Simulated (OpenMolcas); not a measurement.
Computed levels of 3d⁸ in ions with 26 electrons, in cm-1 above ³F₄.

```
Program             : OpenMolcas
Method              : SS-CASPT2, IPEA 0.25 Eh, imaginary shift 0.1 Eh
Basis               : ANO-RCC-VQZP
Scalar Hamiltonian  : DKH2, point nucleus
Spin-orbit coupling : RASSI with atomic mean-field integrals over the reference wave functions, term energies averaged over their components
```

Active space for each ion: 8 electrons in 5 orbitals (3d); closed shells correlated by CASPT2: 3s 3p.

| Level | Co+ | Cu3+ |
| --- | --- | --- |
| ³F₃ | 963 | 1841 |
| ³F₂ | 1617 | 3040 |
| ¹D₂ | 10640 | 15490 |
| ³P₂ | 13900 | 19760 |
| ³P₁ | 14220 | 20220 |
| ³P₀ | 14410 | 20550 |
| ¹G₄ | 18920 | 26730 |
| ¹S₀ | 42890 | 61170 |

Problem. Estimate ³F₂, ¹D₂, ³P₂ for Ni2+ from its neighbours Co+ and Cu3+.

Solution. ³F₂ is fine structure, which grows about as the fourth power of a screened charge, so the fourth roots are averaged: ((1617^0.25 + 3040^0.25) / 2)^4 = 2245. The calculation gives 2280, so the estimate is off by -1.5 %; the measured value is 2270 (Corliss and Sugar, J. Phys. Chem. Ref. Data 10, 197 (1981)).
¹D₂ is another term, which grows about linearly with the charge: (10640 + 15490) / 2 = 13065. The calculation gives 13260, so the estimate is off by -1.5 %; the measured value is 14032 (Corliss and Sugar, J. Phys. Chem. Ref. Data 10, 197 (1981)).
³P₂ is another term, which grows about linearly with the charge: (13900 + 19760) / 2 = 16830. The calculation gives 16990, so the estimate is off by -0.9 %; the measured value is 16662 (Corliss and Sugar, J. Phys. Chem. Ref. Data 10, 197 (1981)).

CASPT2 breaks the degeneracy within a term, and the mean is taken; among the terms shown or strongly mixed into the levels shown the widest spread is 1200 cm-1 (3d⁸ ³F, Co+). Some levels mix across a computed gap that differs much from the measured one, so their mixing is not that of the real levels (holds for Ni2+). Measured partners are found by configuration, term and J. A level has none where our copy of the source lacks it or the pairing is in doubt (some pairs that miss far off the trend of their configuration count as doubtful), and it then counts in no deviation. Levels of configurations outside the active space are missing.
